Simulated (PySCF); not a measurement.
A GIAO shielding run with PySCF 2.14 (density fitting, non-relativistic, gas phase) on `CC1=C[P@](=O)(CO)C=C1[SiH3]`, C6H11O2PSi:

```
$ OMP_NUM_THREADS=1 python probes_run.py task.json out

{"job": {"kind": "nmr", "xc": "PBE0", "basis": "pcSseg-1"}, "charge": 0, "multiplicity": 1}
C     -2.052512    -1.526454    -0.385137
C     -0.776863    -0.763382    -0.293098
C      0.442198    -1.273874    -0.517288
P      1.691242     0.008926    -0.280405
O      2.682324     0.290679    -1.332238
C      2.574359    -0.354812     1.320563
O      3.519770     0.650345     1.516460
C      0.415756     1.239324     0.086576
C     -0.798590     0.669060     0.056178
Si    -2.390103     1.613449     0.425043
H     -2.706694    -1.070894    -1.127137
H     -2.572190    -1.506097     0.571863
H     -1.867145    -2.560942    -0.663991
H      0.654056    -2.294448    -0.784613
H      3.045412    -1.347038     1.229616
H      1.894734    -0.354551     2.173289
H      3.975395     0.790394     0.672237
H      0.616521     2.270242     0.320400
H     -3.039816     0.996927     1.585941
H     -3.280683     1.540251    -0.735358
H     -2.036089     2.999838     0.718163
```

Hardware: 1 thread of an AMD EPYC, shared host. The job also computes population analyses, field gradients, ring-centre shieldings.

(1) How large is the calculation?

(2) How long does it take, and how much memory does it need?

Results:

(1) 92 electrons, 239 basis functions and 1284 auxiliary functions.

(2) 2.1 min of wall time, with 15 SCF cycles and 5 response iterations; peak memory 1.1 GiB. Times on a shared host scatter by some tens of per cent.
